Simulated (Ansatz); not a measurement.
Ansatz (a program for electronic structure) input:

Ansatz 0.2 input:
```yaml
crystal:
  periodic: [false, false, false]
  atoms:
    - {symbol: C, position_ang: [-1.48889913, -1.37204895, 0.01822211]}
    - {symbol: N, position_ang: [-0.24473335, -0.76946525, 0.59240763]}
    - {symbol: C, position_ang: [0.90635820, -1.72540911, 0.54877063]}
    - {symbol: Ge, position_ang: [0.20672412, 0.97513027, -0.28382941]}
    - {symbol: H, position_ang: [-1.31967311, -1.58987480, -1.03411687]}
    - {symbol: H, position_ang: [-1.72241457, -2.29460688, 0.54669421]}
    - {symbol: H, position_ang: [-2.31367069, -0.67076315, 0.12158638]}
    - {symbol: H, position_ang: [-0.43098150, -0.55924100, 1.57327388]}
    - {symbol: H, position_ang: [1.77249409, -1.27357431, 1.02667020]}
    - {symbol: H, position_ang: [0.63615854, -2.64255520, 1.06911718]}
    - {symbol: H, position_ang: [1.13485043, -1.95197820, -0.49044091]}
    - {symbol: H, position_ang: [0.45935614, 0.53172064, -1.71970566]}
    - {symbol: H, position_ang: [1.43623098, 1.42478967, 0.49668856]}
    - {symbol: H, position_ang: [-1.05914308, 1.79291955, -0.05603577]}
basis:
  gaussian:
    orbitals: def2-TZVPD
hamiltonian:
  xc: {name: SVWN5}
total_charge: 1
output: {forces: true}
```

Question: Predict the final energy.

Answer: -2209.39451 Eh (SVWN5/def2-TZVPD). The basis has 255 functions.

It need not be the lowest isomer of its formula.
